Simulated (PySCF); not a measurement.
**Field gradients at the hydrogen positions**

Species: 5-methyl-1-hexene, C7H14.
Structure used (GFN2-xTB), in Å, numbered top down from 1:
```xyz
21
C7H14 angstrom
C      3.5145   -0.1841   -0.5986
C      2.3113   -0.0035   -1.1089
C      1.1462    0.5552   -0.3574
C      0.0017   -0.4619   -0.2896
C     -1.1761   -0.0039    0.5770
C     -2.1893   -1.1397    0.7147
C     -1.8584    1.2327   -0.0031
H      3.7410    0.0803    0.4215
H      4.3259   -0.5972   -1.1732
H      2.1092   -0.2778   -2.1367
H      1.4545    0.8274    0.6541
H      0.8003    1.4585   -0.8660
H      0.3954   -1.3956    0.1204
H     -0.3573   -0.6714   -1.3002
H     -0.7955    0.2435    1.5749
H     -2.5903   -1.4093   -0.2604
H     -3.0168   -0.8383    1.3534
H     -1.7234   -2.0213    1.1497
H     -2.1830    1.0419   -1.0241
H     -2.7322    1.4945    0.5895
H     -1.1867    2.0870   -0.0064
```

Level: PBE0/pcSseg-1 (PySCF, non-relativistic); Q(2H) = 0.00286 b; rigid geometry, the same for H and D, with no vibrational averaging.

Problem. Rank these positions by the coupling χzz of a deuteron there, largest first.
A. H15 (methine hydrogen)
B. H19 (methyl hydrogen)
C. H10 (vinylic hydrogen)
D. H11 (methylene hydrogen)
E. H9 (vinylic hydrogen)

Solution. E (228 kHz), C (218 kHz), B (212 kHz), D (204 kHz), A (198 kHz).

Problem. What are Vzz, η and χzz (234.96 MHz × Q × Vzz) at all hydrogens?

Solution. 
```
atom  bonded to  bond length (Å)  Vzz (au)     η  χzz (kHz)
  H8         C1            1.078    0.3364  0.06        226
  H9         C1            1.077    0.3392  0.05        228
 H10         C2            1.083    0.3238  0.05        218
 H11         C3            1.092    0.3036  0.03        204
 H12         C3            1.093    0.3031  0.01        204
 H13         C4            1.093    0.3006  0.03        202
 H14         C4            1.093    0.3034  0.03        204
 H15         C5            1.096    0.2950  0.00        198
 H16         C6            1.088    0.3143  0.02        211
 H17         C6            1.088    0.3157  0.02        212
 H18         C6            1.088    0.3155  0.02        212
 H19         C7            1.088    0.3148  0.02        212
 H20         C7            1.088    0.3158  0.02        212
 H21         C7            1.087    0.3176  0.01        213
```

Problem. How does χzz go with the bond length over the 14 C–H bonds?

Solution. A straight-line fit has a slope of -15.2 kHz for each 0.01 Å, with a correlation coefficient of -1.00, over lengths from 1.077 to 1.096 Å. The longer bonds have the smaller couplings here.

Problem. Give the 2H NMR doublet splittings at H9 for a magnetic field along the z, y and x axes of the gradient: 3χ/2, 3χ(1 + η)/4, 3χ(1 − η)/4.

Solution. With |χ| = 228.0 kHz and η = 0.052: 342, 180 and 162 kHz, to first order and without motion.

Geometry: GFN2-xTB, one conformer, isolated molecule. GFN2-xTB bond lengths can be off by several hundredths of an ångström, more for odd bonds, and the gradients follow them. A larger basis could move these couplings by a tenth or more.

The run behind these numbers computed NMR shieldings as well. Hardware: an Arm Neoverse V2 with one thread (shared host). Cost: 30 s wall.
